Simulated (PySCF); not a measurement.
# CdCl₂: from structure and modes to constants

All numbers come from PySCF, BP86, basis Cd def2-TZVP with ECP28, Cl def2-TZVP (scalar-relativistic core potentials, no spin–orbit coupling, density fitting).

The singlet minimum has D∞h symmetry. Masses (u): Cd 113.90336, Cl 34.96885.

```xyz
3
charge 0 multiplicity 1, angstrom
Cd    0.0000    0.0000    0.0000
Cl    2.2790    0.0000    0.0000
Cl   -2.2790    0.0000    0.0000
```

Harmonic wavenumbers (cm⁻¹): 83.7 (πu, ×2), 317.6 (σg+, ×1), 408.3 (σu+, ×1).

Q: What is the harmonic zero-point energy?

A: Half the sum of all 4 wavenumbers, 893/2 = 447 cm⁻¹, which is 5.3 kJ/mol (1 cm⁻¹ = 0.0119627 kJ/mol).

Q: Find the vibrational entropy and heat capacity at 298.15 K.

A: With u = 1.43878 ω/T, each mode gives S = R[u/(eᵘ−1) − ln(1−e⁻ᵘ)] and C = R u² eᵘ/(eᵘ−1)².
| ω (cm⁻¹) | u | S (J/(mol K)) | C (J/(mol K)) |
| --- | --- | --- | --- |
| 83.7 (×2) | 0.404 | 15.90 | 8.20 |
| 317.6 | 1.533 | 5.53 | 6.86 |
| 408.3 | 1.970 | 3.90 | 6.08 |
The sums over all modes are S = 41.2 and C = 29.3 J/(mol K); the softest mode gives 39 % of the entropy (each member, where degenerate).

Q: Find the bond force constant k and the stretch–stretch coupling k′ of the valence force field.

A: For linear XMX, 4π²c²ω(σg)² = (k + k′)/mX and 4π²c²ω(σu)² = (k − k′)(1 + 2mX/mM)/mX. So k + k′ = 2.078 and k − k′ = 2.128 mdyn/Å, giving k = 2.103 and k′ = -0.025 mdyn/Å.
